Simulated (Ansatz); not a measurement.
Isomers of Li4H4S4 (singlet), relaxed with r2SCAN-D4/def2-SVP; total energies from Ansatz at PBE0-D4/def2-TZVP.

```json
{"isomer": "A", "description": "(LiSH)4 ring (Li₄H₄S₄)", "energy (Eh)": "-1625.02267"}
{"isomer": "B", "description": "(LiSH)4 cube (Li₄H₄S₄)", "energy (Eh)": "-1625.02585"}
```

Work out the relative energies (1 Eh = 2625.5 kJ/mol) and the Boltzmann populations at 500 K from electronic energies alone (R = 8.314 J/mol/K).

ΔE: A 8.3, B 0.0 kJ/mol. RT = 4.16 kJ/mol. Factors exp(−ΔE/RT): A 0.136, B 1; sum 1.136. Populations: A 12.0 %, B 88.0 %. Zero-point energy, vibrational entropy and symmetry numbers are left out and can shift these; an error of 4 kJ/mol changes a ratio by a factor of 2.6. Over the other density-functional and correlated levels in def2 sets, the gap between B and A ranges from -6 to 30 kJ/mol.
